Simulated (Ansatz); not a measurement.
`O[SiH2][AlH][Cl]` at its PBE0-D4/def2-TZVP geometry, where that method's forces vanish. Total charge 0; spin multiplicity 1.

```xyz
8

O     1.5908   -0.0690    1.0147
Si    0.7989   -0.5763   -0.3476
Al   -1.4229    0.4697   -0.3838
Cl   -1.7519    1.5611    1.4005
H     1.0691    0.4204    1.6535
H     1.6182   -0.2079   -1.5362
H     0.6939   -2.0651   -0.3577
H    -2.5961    0.4670   -1.4433
```

(1) What forces (eV/Å) does B3LYP-D4/def2-TZVPP give on these atoms in Ansatz? (Estimate.)

## Answers

(1) Ansatz gave: 
```
O1   0.026  0.048  0.107
Si2 -0.019 -0.131 -0.231
Al3 -0.063 -0.060 -0.170
Cl4 -0.027  0.076  0.120
H5   0.037  0.017  0.051
H6  -0.038 -0.023  0.065
H7   0.012  0.077  0.001
H8   0.072 -0.004  0.057
```

B3LYP here is the variant with VWN-RPA as its local correlation; programs differ in this.
